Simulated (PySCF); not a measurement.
4-chlorobenzotrifluoride, C7H4ClF3.
Structure used (PBE0-D3(BJ)/def2-SVP), in Å, numbered top down from 1:
```xyz
15
C7H4ClF3 angstrom
F      2.616    0.222    1.419
C      2.218    0.212    0.141
F      2.639    1.357   -0.405
F      2.862   -0.789   -0.464
C      0.727    0.064    0.027
C      0.158   -1.179   -0.245
C     -1.225   -1.316   -0.319
C     -2.033   -0.197   -0.117
Cl    -3.751   -0.359   -0.213
C     -1.474    1.052    0.155
C     -0.091    1.178    0.225
H      0.799   -2.047   -0.408
H     -1.682   -2.282   -0.535
H     -2.124    1.915    0.304
H      0.356    2.153    0.428
```

Level: wB97X-D/def2-SVPD in PySCF, non-relativistic, on one gas-phase PBE0-D3(BJ)/def2-SVP geometry that isn't relaxed in the solvent. The solvent is an IEF-PCM continuum (cavity from Bondi-type radii × 1.2), and excitations are vertical TDDFT with non-equilibrium linear response and a frozen core. Specific hydrogen bonds and non-electrostatic terms are outside this model.

Gas-phase singlets (H = HOMO, L = LUMO):

```csv
state,E (eV),λ (nm),f,leading configurations
S1,5.308,234,0.000,"H→L+1 55%, H-1→L 42%"
S2,5.872,211,0.150,"H→L 81%, H-1→L+1 17%"
S3,6.764,183,0.354,"H-1→L 53%, H→L+1 42%"
S4,6.928,179,0.685,"H-1→L+1 78%, H→L 16%"
S5,6.950,178,0.007,"H→L+2 72%, H→L+3 10%"
```

Problem. What are the lowest 5 singlets in methanol (ε = 32.61)?

Solution. 
| state | E (eV) | λ (nm) | f | leading configurations | change by rank (eV) |
| --- | --- | --- | --- | --- | --- |
| S1 | 5.327 | 233 | 0.002 | H→L+1 50%, H-1→L 48% | +0.019 |
| S2 | 5.862 | 212 | 0.192 | H→L 82%, H-1→L+1 16% | -0.010 |
| S3 | 6.657 | 186 | 0.450 | H-1→L 49%, H→L+1 48% | -0.107 |
| S4 | 6.799 | 182 | 0.813 | H-1→L+1 81%, H→L 15% | -0.129 |
| S5 | 6.986 | 177 | 0.000 | H→L+2 73% | +0.036 |

Problem. How does the list change in acetonitrile (ε = 35.69)?

Solution. 
```
state  E (eV)  λ (nm)      f  leading configurations  change by rank (eV)
   S1   5.327     233  0.002    H→L+1 50%, H-1→L 48%               +0.019
   S2   5.860     212  0.194    H→L 82%, H-1→L+1 16%               -0.012
   S3   6.652     186  0.454    H-1→L 49%, H→L+1 48%               -0.112
   S4   6.793     183  0.817    H-1→L+1 81%, H→L 15%               -0.135
   S5   6.986     177  0.000               H→L+2 73%               +0.036
```

Problem. How do the frontier levels move from gas to acetonitrile?

Solution. 
```tsv
orbital	gas (eV)	solvent (eV)	change (eV)
LUMO+2	1.97	2.17	+0.20
LUMO+1	0.62	0.88	+0.26
LUMO	0.35	0.54	+0.19
HOMO	-9.48	-9.33	+0.15
HOMO-1	-10.03	-9.76	+0.27
HOMO-2	-11.28	-11.19	+0.09
HOMO-3	-12.08	-11.97	+0.11
```

The HOMO–LUMO gap goes from 9.83 to 9.88 eV.

The run took 54 s on an AMD EPYC 7R43 with one thread, no GPU, shared host with 256 logical CPUs at a one-minute load of 26, and the process peaked at 1.3 GiB of memory. This is the whole response run at wB97X-D/def2-SVPD in acetonitrile, SCF included.
